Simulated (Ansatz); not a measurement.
C3 (SMILES [C]=C=[C]) moved off its minimum; all values from Ansatz (a first-principles code), cores frozen in correlated methods.
(charge 0, multiplicity 1)
```xyz
3

C      0.09600     0.16223    -1.35540
C     -0.08264    -0.06268    -0.08301
C     -0.04406     0.20392     1.41854
```

Forces at wB97M-V/def2-TZVPP (eV/Å):

```
atom      Fx      Fy      Fz
----  ------  ------  ------
C1    -0.191  -0.233   1.419
C2     0.408   1.768   7.316
C3    -0.217  -1.535  -8.735
```

Q: Give the forces (eV/Å), the total energy and the dipole at CCSD(T)/aug-cc-pVTZ.

A: 
```json
[
 {"atom": "C1", "Fx": "0.025", "Fy": "0.039", "Fz": "-0.123"},
 {"atom": "C2", "Fx": "0.155", "Fy": "1.241", "Fz": "7.417"},
 {"atom": "C3", "Fx": "-0.180", "Fy": "-1.280", "Fz": "-7.294"}
]
```
Energy -113.8006 hartree, dipole 1.15 D.

Doubts at one or more of the structures used: a restricted determinant that unrestricted orbitals would lower (CCSD(T)/aug-cc-pVTZ).
